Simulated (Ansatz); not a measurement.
This geometry of CH6BO2 (10 atoms, charge 1, multiplicity 1) is a first-order saddle point.

Theory: Ansatz 0.2.0, RKS PBE-D4/def2-SVP.

```xyz
10
Properties=species:S:1:pos:R:3
C -0.329 0.226 -1.249
B -0.019 -0.327 0.157
O -0.138 -1.522 0.685
O 0.427 0.730 1.188
H 0.380 -0.225 -1.978
H -0.300 1.325 -1.373
H -1.334 -0.138 -1.554
H 0.368 -2.292 0.981
H 0.512 0.527 2.148
H 0.432 1.694 0.994
```

Which two structures does it join? (They come from a converged band through this point; their orientation in space is the band's.)

No bond is made or broken. The dihedral O4–B2–O3–H8 goes from -180 to -1°.

Image 0:

```xyz
10
Properties=species:S:1:pos:R:3
C -0.336 0.134 -1.192
B -0.006 -0.297 0.254
O -0.074 -1.412 0.969
O 0.565 0.771 1.162
H 0.592 0.389 -1.750
H -0.990 1.032 -1.224
H -0.846 -0.672 -1.752
H -0.423 -2.214 0.535
H 0.802 0.565 2.097
H 0.715 1.705 0.901
```

Image 8:

```xyz
10
Properties=species:S:1:pos:R:3
C -0.339 0.232 -1.269
B -0.059 -0.377 0.121
O -0.183 -1.629 0.519
O 0.459 0.631 1.159
H 0.604 0.274 -1.859
H -0.767 1.255 -1.252
H -1.033 -0.428 -1.827
H 0.036 -1.986 1.399
H 0.717 0.449 2.091
H 0.565 1.579 0.918
```

How far does it lie above each of them?

10.3 kcal/mol above the first and 3.4 kcal/mol above the second. This is the barrier of this one path; another mechanism may lie lower. Limits of this set-up: the dipole of an ion depends on the origin.

Time of the run: 3.6 min on 1 thread of Arm Neoverse V1 (shared host), peak memory 0.11 GiB.
